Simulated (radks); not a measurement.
Values are calculated unless marked as measured or tabulated.
Au4+, configuration [Xe] 4f14 5d7.

Code: a radial shooting solver on a logarithmic mesh with Libxc functionals. Model: scalar-relativistic Kohn-Sham, PBE, spin-polarised, spherical densities, finite nucleus; open shells are filled with parallel spins first (spin-orbit coupling, left out, can overturn this in heavy ions); Fermi nuclear charge, rms radius 5.4371 fm.

Energy parts (eV):
| part | energy |
|---|---|
| total | -517113.25 |
| kinetic | 578268.89 |
| electron-nucleus | -1282527.38 |
| Hartree | 196955.76 |
| exchange-correlation | -9810.52 |

Orbitals (lengths in bohr, moments of r in powers of bohr):
| orbital | occ. | eigenvalue (eV) | <r^4> |
|---|---|---|---|
| 1s down | 1 | -80794.53 | 4.249e-07 |
| 1s up | 1 | -80794.53 | 4.249e-07 |
| 2s up | 1 | -14300.26 | 0.00006227 |
| 2s down | 1 | -14300.00 | 0.00006227 |
| 2p up | 3 | -12374.00 | 0.00005052 |
| 2p down | 3 | -12373.79 | 0.00005052 |
| 3s up | 1 | -3415.747 | 0.002251 |
| 3s down | 1 | -3415.650 | 0.002251 |
| 3p up | 3 | -2856.718 | 0.002474 |
| 3p down | 3 | -2856.608 | 0.002474 |
| 3d up | 5 | -2258.496 | 0.001901 |
| 3d down | 5 | -2258.307 | 0.001901 |
| 4s up | 1 | -782.8269 | 0.05047 |
| 4s down | 1 | -782.5764 | 0.05046 |
| 4p up | 3 | -599.4177 | 0.06749 |
| 4p down | 3 | -599.1855 | 0.06744 |
| 4d up | 5 | -378.9119 | 0.09351 |
| 4d down | 5 | -378.6418 | 0.09324 |
| 5s up | 1 | -161.2225 | 1.311 |
| 5s down | 1 | -159.4714 | 1.293 |
| 4f up | 7 | -134.1258 | 0.1853 |
| 4f down | 7 | -133.7376 | 0.1817 |
| 5p up | 3 | -112.1693 | 2.333 |
| 5p down | 3 | -110.0192 | 2.312 |
| 5d up | 5 | -56.0408 | 7.630 |
| 5d down | 2 | -53.6457 | 7.940 |

The highest occupied level is 5d down at -53.646 eV. The density falls to 0.001 e/bohr^3 at r = 3.11 bohr. Spin moment in Bohr magnetons: 3. The electron density at the nucleus is 2.302e+06 e/bohr^3 (large components only). Summed over all electrons, <r^2> = 33.69 bohr^2, which gives a Langevin (diamagnetic) susceptibility term of -26.7 x 10^-6 cm^3/mol. The spin density at the nucleus is -19.89 e/bohr^3 (1s -0.22, 2s -2.46, 3s 0.08, 4s 2.80, 5s -20.08).
